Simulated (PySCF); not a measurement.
A GIAO shielding run with PySCF 2.14 (density fitting, non-relativistic, gas phase) on SMILES CC[C@@H]1OC[C@@H](C#N)[C@H]1F, C7H10FNO:

```
$ OMP_NUM_THREADS=1 python probes_run.py task.json out

{"job": {"kind": "nmr", "xc": "PBE0", "basis": "pcSseg-1"}, "charge": 0, "multiplicity": 1}
C      2.871795    -0.038995     0.350634
C      1.579807    -0.845066     0.307666
C      0.438947    -0.036543    -0.301921
O      0.156958     1.089037     0.512651
C     -1.186536     1.432339     0.307475
C     -1.925677     0.076892     0.278672
C     -3.200113     0.139524    -0.387103
N     -4.215167     0.209627    -0.905309
C     -0.888840    -0.825355    -0.424233
F     -1.194970    -1.015631    -1.749554
H      3.657948    -0.614410     0.832609
H      2.712098     0.879125     0.908529
H      3.196671     0.218519    -0.654532
H      1.295484    -1.133604     1.321425
H      1.719402    -1.749640    -0.286949
H      0.714262     0.299652    -1.314587
H     -1.501797     2.082288     1.123386
H     -1.322242     1.951070    -0.653367
H     -2.077234    -0.283639     1.301264
H     -0.835946    -1.824511     0.019910
```

Hardware: 1 thread of an Arm Neoverse V1, shared host. The job also computes population analyses, field gradients, ring-centre shieldings.

Q: How large is the calculation?

A: 76 electrons, 220 basis functions and 1131 auxiliary functions.

Q: How long does it take, and how much memory does it need?

A: 48 s of wall time, with 14 SCF cycles and 5 response iterations; peak memory 0.98 GiB. Times on a shared host scatter by some tens of per cent.
